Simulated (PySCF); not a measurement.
# Adding and removing an electron: NiN

PBE0; PySCF, no relativity, basis sets Ni def2-TZVPPD, N def2-TZVPPD. Neutral (UKS): quartet (σ ↑, π ↑↑), Re = 1.653 Å, ωe = 551 cm⁻¹, HOMO -6.78 eV, LUMO -2.85 eV.

NiN⁺ (UKS): quintet (σ ↑, π ↑↑, δ ↑), Re = 1.802 Å, ωe = 540 cm⁻¹. The energies at the minima are -1562.66213 hartree for NiN and -1562.34954 for NiN⁺.

**Question.** Work out the adiabatic ionisation energy, without and with harmonic zero-point energies (1 hartree = 27.2114 eV, 1 eV = 8065.5 cm⁻¹), and the change of the bond length.

**Answer.** At PBE0: 0.31259 hartree = 8.506 eV between the minima; the zero-point term (540.0 − 551.0)/2 cm⁻¹ = -0.001 eV makes it 8.505 eV. Re changes by +14.9 pm against the neutral. The electron leaves a δ orbital; in so polar a molecule the change of length follows mostly from the change of the ionic charges.

De is left out where the level can put another filling of the metal’s s and d shells below the measured ground configuration, by anything from nothing to about 1 eV. The state is the lowest single determinant that the PBE0 search found; with open d or f shells the true ground state can be another one.
